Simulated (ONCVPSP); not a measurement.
# Before and after: ONCV potential for O

```
Element                 : O (Z = 8)
Generator               : ONCVPSP 4.0.1
Type                    : optimised norm-conserving Vanderbilt (ONCV)
Functional              : PBEsol
Relativity              : scalar-relativistic
Frozen core             : [He]
Valence charge          : 6
Reference configuration : 2s2 2p3.75 (charge +0.25)
Partial waves           : 2s: rc 0.60 bohr, ncon 5, nbas 9, qcut 10.1 1/bohr, 2 projectors, debl 0.4 Ha; 2p: rc 1.80 bohr, ncon 3, nbas 7, qcut 9.7 1/bohr, 2 projectors, debl 1.2 Ha; d scattering state at 0.42 Ha: rc 1.90 bohr, ncon 3, nbas 7, qcut 5.1 1/bohr, 1 projector
Local potential         : polynomial inside 0.40 bohr (lpopt 1, dvloc0 0 Ha)
Core correction         : none
```

In the s channel the program set the typed energies aside and used -1.007, 0.250 Ha.

All-electron outer shells of the reference configuration (PBEsol, scalar-relativistic, ld1.x):

```json
{"shell": "1s", "level (eV)": "-516.95", "outermost node (bohr)": "–", "outermost maximum (bohr)": "0.13"}
{"shell": "2s", "level (eV)": "-27.40", "outermost node (bohr)": "0.28", "outermost maximum (bohr)": "0.87"}
{"shell": "2p", "level (eV)": "-12.47", "outermost node (bohr)": "–", "outermost maximum (bohr)": "0.82"}
```

Change: p: qcut 6.4.

Cutoffs: the cutoffs (Ha) at which the residual kinetic energy of the hardest occupied pseudo-wave falls to 1 and 0.1 mHa per electron; they do not see the model core or the augmentation charge, which bear on the density cutoff. Errors are all-electron minus pseudo energies relative to the spin-unpolarised reference configuration.

**Question.** Predict the effect on cutoff, ghosts and configuration errors.

**Answer.** The potential gets neither clearly harder nor softer (549 Ha and 645 Ha → 549 Ha and 645 Ha); both files keep a bound ghost (s); of the 4 tests that both files solve, the error grows in 4 and shrinks in 0 by more than 15 % and 0.3 meV (median size 15.3 → 38.0 meV); the range in which the p phases agree narrows (upper end 5.0 → 1.5).

| quantity | base | changed |
| --- | --- | --- |
| cutoff, loose | 549 Ha | 549 Ha |
| cutoff, tight | 645 Ha | 645 Ha |
| loose cutoff by channel | s 549 Ha, p 26 Ha | s 549 Ha, p 17 Ha |
| bound ghosts | s | s |
| GHOST(+) flags under 300 eV | d at 23.5 eV | d at 23.5 eV, p at 86.4 eV |
| error for 2s2 2p4, meV [ΔE -2.67 eV] | +1.6 | +4.2 |
| error for 2s2 2p3, meV [ΔE 13.68 eV] | +29 | +71 |
| error for 2s2 2p2, meV [ΔE 47.16 eV] | +291 | +672 |
| error for 2s2 2p3.5, meV [ΔE 3.58 eV] | +2.0 | +5.3 |
| s: phases at 0.61 bohr within 0.05 rad from the reference energy up to (Ha; the scan ends near 5) | to the end of the scan | to the end of the scan |
| p: phases at 1.82 bohr within 0.05 rad from the reference energy up to (Ha; the scan ends near 5) | 5.0 | 1.5 |
| d: phases at 1.92 bohr within 0.05 rad from the reference energy up to (Ha; the scan ends near 5) | 3.3 | 3.3 |

 A true bound ghost makes a file unfit for plane-wave use even where its test errors are small: the radial tests pick states by their node count and pass the ghost by.
